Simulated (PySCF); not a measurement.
**Two-component Hartree-Fock for Rh³⁺ (rhodium, charge +3)**

Start: [Kr] 4d6; 4d3/2 filled at m_j = -3/2, -1/2, +1/2, +3/2; 4d5/2 filled at m_j = +3/2, +5/2. Calculated with PySCF 2.14 in x2c-QZVPPall-2c: generalised Hartree-Fock with the X2C-1e Hamiltonian and a Gaussian nucleus; one run each with spin-orbit coupling (SO) switched off, then screened by Boettger's factors.

| spinor shell | electrons | ε, spin-free (eV) | ε, screened SO (eV) | weight of nominal j (screened SO) | rms radius, screened SO (bohr) |
| --- | --- | --- | --- | --- | --- |
| 1s1/2 | 2 | -23379.6 | -23378.2 | 1.000 | 0.0374 |
| 2s1/2 | 2 | -3503.3 | -3502.9 | 1.000 | 0.154 |
| 2p1/2 | 2 | -3136.6 | -3236.7 | 1.000 | 0.134 |
| 2p3/2 | 4 | -3136.6 | -3090.1 | 1.000 | 0.138 |
| 3s1/2 | 2 | -691.72 | -691.56 | 1.000 | 0.415 |
| 3p1/2 | 2 | -568.00 | -585.85 | 1.000 | 0.411 |
| 3p3/2 | 4 | -568.00 | -559.60 | 1.000 | 0.422 |
| 3d3/2 | 4 | -370.57 | -373.84 | 0.976 | 0.401 |
| 4s1/2 | 2 | -137.19 | -137.13 | 1.000 | 1.04 |
| 4p1/2 | 2 | -99.116 | -105.39 | 0.727 | 1.13 |
| 4p3/2 | 4 | -99.116 | -96.027 | 0.864 | 1.15 |
| 4d3/2 | 4 | -47.710 | -47.525 | 0.685 | 1.47 |
| 4d5/2 | 2 | -47.710 | -48.090 | 0.879 | 1.47 |

(1) Where does 3d5/2 lie, and what is the 3d spin-orbit splitting (screened SO)?

```
   quantity    spin-free  screened SO
E (hartree)  -4778.97365  -4779.72706
        M_J            4            4
       ⟨J²⟩       20.008       20.013
       ⟨L²⟩        6.006        6.104
       ⟨S²⟩        6.002        5.957
```

Each row is a mean over spinors that exchange with the open shell spreads, by up to 10.232 eV (4p3/2).

Rows whose weight is well below 1 are mixtures of j = l ± 1/2: exchange outweighs spin-orbit coupling there, and the label is only the starting occupation.

Breit and QED terms are absent; they matter most for the inner s and p1/2 levels.

Densities and radii are taken from the X2C orbitals without a picture-change correction, which distorts them close to the nucleus.

Without spin-orbit coupling the j labels of p, d and f shells carry no meaning; the spin-free column gives the mean over the occupied spinors of each nl shell.

## Answers

(1) At -368.20 eV, 5.649 eV above 3d3/2.
